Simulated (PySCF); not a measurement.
Input for PySCF: R-M06-2X/6-31G* on CH6GeO2 (SMILES [CH3][GeH]([OH])[OH]), a point of a torsion scan.

```python
from pyscf import gto, scf, dft, mp
from pyscf.data.elements import chemcore

mol = gto.M(
    atom='''
    C    -1.37019104   -0.52766423   -0.04343802
    Ge    0.42363192    0.20351364    0.35308591
    O     1.72193849   -0.93764521    0.01537174
    O     0.75805145    1.47300390   -0.78167722
    H    -1.29574905   -1.54398784   -0.41941415
    H    -1.83952389    0.08921696   -0.80236441
    H    -2.00470291   -0.53252098    0.83738202
    H     0.63569991    0.73677136    1.76003228
    H     1.72312197   -1.75845320    0.49967888
    H     1.65507493    1.47607881   -1.11035198
    ''',
    basis='6-31g*',
    cart=True,
    charge=0, spin=0, verbose=3, max_memory=1800)
mf = dft.RKS(mol, xc='m062x')
mf.conv_tol = 1e-8
mf.max_cycle = 100
mf.kernel()
if not mf.converged:
    mf = mf.newton().run(mf.mo_coeff, mf.mo_occ)
```

Q: Give the final energy of this run.

A: -2268.8351 hartree.
